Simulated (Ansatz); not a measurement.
Geometry optimisation of C4H13GeNO3 (`C[NH][Ge]([O]C)([O]C)[O]C`).

```yaml
crystal:
  periodic: [false, false, false]
  atoms:
    - {symbol: C, position_ang: [2.359579, -1.045985, 0.392243]}
    - {symbol: N, position_ang: [1.595954, 0.165565, 0.650712]}
    - {symbol: Ge, position_ang: [-0.105056, 0.452586, 0.083383]}
    - {symbol: O, position_ang: [-0.319354, 1.604319, -1.270110]}
    - {symbol: C, position_ang: [0.457254, 1.401583, -2.438732]}
    - {symbol: O, position_ang: [-1.132972, 1.225901, 1.318735]}
    - {symbol: C, position_ang: [-1.164798, 0.644754, 2.613921]}
    - {symbol: O, position_ang: [-0.681538, -1.188904, -0.352073]}
    - {symbol: C, position_ang: [-2.024979, -1.336749, -0.788145]}
    - {symbol: H, position_ang: [2.965908, -1.337474, 1.279484]}
    - {symbol: H, position_ang: [1.661232, -1.879242, 0.180197]}
    - {symbol: H, position_ang: [3.053146, -0.964712, -0.478798]}
    - {symbol: H, position_ang: [2.152637, 1.002870, 0.837525]}
    - {symbol: H, position_ang: [1.545968, 1.291204, -2.219437]}
    - {symbol: H, position_ang: [0.331036, 2.288437, -3.094583]}
    - {symbol: H, position_ang: [0.138078, 0.501083, -3.014434]}
    - {symbol: H, position_ang: [-0.146055, 0.411049, 3.001772]}
    - {symbol: H, position_ang: [-1.761685, -0.297471, 2.640650]}
    - {symbol: H, position_ang: [-1.642527, 1.371506, 3.304659]}
    - {symbol: H, position_ang: [-2.193286, -2.407606, -1.026509]}
    - {symbol: H, position_ang: [-2.760694, -1.035923, -0.007162]}
    - {symbol: H, position_ang: [-2.243546, -0.739290, -1.702998]}
basis:
  gaussian: {orbitals: def2-TZVP}
hamiltonian: {xc: pbe0, dispersion: d4}
relax: {f_tol: 0.005, max_steps: 150}
```

```sh
$ ansatz run in.yaml --threads 6 --pin off --events-out ev --progress --plain --backend cuda
```

Shortened log:

```
Functional definition: PBE0
mean field -68494.78868696 eV, -2517.1370568104 hartree, gradient 3.1e-5 eV, S^2 0.000000; 0 other end points of the search recorded, 0 dependent functions left out
relax step   1: F+E_penalty+E_count = -68495.24992804 eV  Δ(F+E_penalty+E_count) = +0.000e0 eV  max|allowed force component| = 5.965e-1 eV/Å  Δτ_max = 0.0000 Å  (31 SCF iters, accepted)
mean field -68494.88820258 eV, -2517.1407139420 hartree, gradient 8.4e-6 eV, S^2 0.000000; 0 other end points of the search recorded, 0 dependent functions left out
relax step   2: F+E_penalty+E_count = -68495.35397937 eV  Δ(F+E_penalty+E_count) = -1.041e-1 eV  max|allowed force component| = 3.080e-1 eV/Å  Δτ_max = 0.0446 Å  (33 SCF iters, accepted)
mean field -68494.89930938 eV, -2517.1411221094 hartree, gradient 2.7e-5 eV, S^2 0.000000; 0 other end points of the search recorded, 0 dependent functions left out
relax step   3: F+E_penalty+E_count = -68495.36733345 eV  Δ(F+E_penalty+E_count) = -1.335e-2 eV  max|allowed force component| = 2.716e-2 eV/Å  Δτ_max = 0.0255 Å  (32 SCF iters, accepted)
mean field -68494.89985777 eV, -2517.1411422623 hartree, gradient 8.5e-6 eV, S^2 0.000000; 0 other end points of the search recorded, 0 dependent functions left out
relax step   4: F+E_penalty+E_count = -68495.36777428 eV  Δ(F+E_penalty+E_count) = -4.408e-4 eV  max|allowed force component| = 1.304e-2 eV/Å  Δτ_max = 0.0111 Å  (33 SCF iters, accepted)
mean field -68494.90067682 eV, -2517.1411723618 hartree, gradient 8.4e-6 eV, S^2 0.000000; 0 other end points of the search recorded, 0 dependent functions left out
relax step   5: F+E_penalty+E_count = -68495.36841029 eV  Δ(F+E_penalty+E_count) = -6.360e-4 eV  max|allowed force component| = 1.899e-2 eV/Å  Δτ_max = 0.0340 Å  (32 SCF iters, accepted)
mean field -68494.90090234 eV, -2517.1411806496 hartree, gradient 2.4e-5 eV, S^2 0.000000; 0 other end points of the search recorded, 0 dependent functions left out
relax step   6: F+E_penalty+E_count = -68495.36875791 eV  Δ(F+E_penalty+E_count) = -3.476e-4 eV  max|allowed force component| = 2.340e-2 eV/Å  Δτ_max = 0.0279 Å  (31 SCF iters, accepted)
mean field -68494.90092748 eV, -2517.1411815737 hartree, gradient 8.9e-6 eV, S^2 0.000000; 0 other end points of the search recorded, 0 dependent functions left out
relax step   7: F+E_penalty+E_count = -68495.36922868 eV  Δ(F+E_penalty+E_count) = -4.708e-4 eV  max|allowed force component| = 3.575e-2 eV/Å  Δτ_max = 0.0538 Å  (32 SCF iters, accepted)
mean field -68494.90094800 eV, -2517.1411823277 hartree, gradient 2.3e-5 eV, S^2 0.000000; 0 other end points of the search recorded, 0 dependent functions left out
relax step   8: F+E_penalty+E_count = -68495.36949249 eV  Δ(F+E_penalty+E_count) = -2.638e-4 eV  max|allowed force component| = 3.806e-2 eV/Å  Δτ_max = 0.0308 Å  (31 SCF iters, accepted)
mean field -68494.90081707 eV, -2517.1411775161 hartree, gradient 2.6e-5 eV, S^2 0.000000; 0 other end points of the search recorded, 0 dependent functions left out
relax step   9: F+E_penalty+E_count = -68495.36973361 eV  Δ(F+E_penalty+E_count) = -2.411e-4 eV  max|allowed force component| = 2.766e-2 eV/Å  Δτ_max = 0.0558 Å  (31 SCF iters, accepted)
mean field -68494.90088241 eV, -2517.1411799172 hartree, gradient 2.1e-5 eV, S^2 0.000000; 0 other end points of the search recorded, 0 dependent functions left out
relax step  10: F+E_penalty+E_count = -68495.36981735 eV  Δ(F+E_penalty+E_count) = -8.374e-5 eV  max|allowed force component| = 2.040e-2 eV/Å  Δτ_max = 0.0205 Å  (31 SCF iters, accepted)
mean field -68494.90092627 eV, -2517.1411815290 hartree, gradient 2.3e-5 eV, S^2 0.000000; 0 other end points of the search recorded, 0 dependent functions left out
relax step  11: F+E_penalty+E_count = -68495.36987596 eV  Δ(F+E_penalty+E_count) = -5.862e-5 eV  max|allowed force component| = 1.124e-2 eV/Å  Δτ_max = 0.0108 Å  (33 SCF iters, accepted)
mean field -68494.90096093 eV, -2517.1411828029 hartree, gradient 2.4e-5 eV, S^2 0.000000; 0 other end points of the search recorded, 0 dependent functions left out
relax step  12: F+E_penalty+E_count = -68495.36989827 eV  Δ(F+E_penalty+E_count) = -2.231e-5 eV  max|allowed force component| = 3.080e-3 eV/Å  Δτ_max = 0.0095 Å  (31 SCF iters, accepted)
mean field -68494.90096093 eV, -2517.1411828029 hartree, gradient 2.4e-5 eV, S^2 0.000000; 1 other end points of the search recorded, 0 dependent functions left out
Total energy: -68495.36994251 eV, -2517.1584175581 hartree
Atom 0 at     2.381325    -1.000775     0.285301 Å, force    -0.001628    -0.002289     0.000036 eV/Å
Atom 1 at     1.584453     0.128591     0.724567 Å, force    -0.000486     0.003080     0.000201 eV/Å
Atom 2 at    -0.090956     0.444527     0.141188 Å, force     0.000217    -0.000798    -0.000576 eV/Å
Atom 3 at    -0.279080     1.543194    -1.226523 Å, force    -0.001387     0.000366     0.001599 eV/Å
Atom 4 at     0.475327     1.290830    -2.390000 Å, force     0.000699    -0.000696     0.000593 eV/Å
Atom 5 at    -1.068875     1.255015     1.353243 Å, force    -0.000067     0.001331    -0.000380 eV/Å
Atom 6 at    -1.212981     0.649541     2.620737 Å, force    -0.000080    -0.000860     0.001212 eV/Å
Atom 7 at    -0.707189    -1.157845    -0.271436 Å, force    -0.000150     0.000432     0.000307 eV/Å
Atom 8 at    -2.016676    -1.270913    -0.787110 Å, force     0.000448    -0.000703    -0.000323 eV/Å
Atom 9 at     3.066404    -1.314923     1.078470 Å, force     0.000828    -0.000278     0.000240 eV/Å
Atom 10 at     1.723956    -1.842522     0.067194 Å, force     0.000394    -0.001027    -0.000351 eV/Å
Atom 11 at     2.974146    -0.797249    -0.615448 Å, force     0.000839     0.000676    -0.000236 eV/Å
Atom 12 at     2.123633     0.947740     0.956423 Å, force    -0.000786    -0.000017     0.000280 eV/Å
Atom 13 at     1.554565     1.292834    -2.191601 Å, force     0.000516    -0.000279    -0.000593 eV/Å
Atom 14 at     0.259956     2.085513    -3.107349 Å, force    -0.000175     0.000658    -0.000543 eV/Å
Atom 15 at     0.214444     0.330648    -2.852153 Å, force     0.000030    -0.000519    -0.000668 eV/Å
Atom 16 at    -0.246813     0.375948     3.059546 Å, force    -0.000176    -0.000103    -0.000589 eV/Å
Atom 17 at    -1.835431    -0.251625     2.571492 Å, force     0.000496     0.000133    -0.000248 eV/Å
Atom 18 at    -1.702503     1.370566     3.278676 Å, force     0.000153     0.000336     0.000027 eV/Å
Atom 19 at    -2.182023    -2.317243    -1.052423 Å, force    -0.000014    -0.000184    -0.000248 eV/Å
Atom 20 at    -2.771450    -0.976975    -0.048793 Å, force     0.000525     0.000233    -0.000267 eV/Å
Atom 21 at    -2.159929    -0.657378    -1.683699 Å, force    -0.000198     0.000510     0.000526 eV/Å
Dipole moment:     0.287904    -0.199687    -0.041963 e Å
```

Run time 31 s (6 threads of an AMD EPYC 7R13 on a shared host and a share of an NVIDIA H100 80 GB); peak host memory 1.1 GiB.
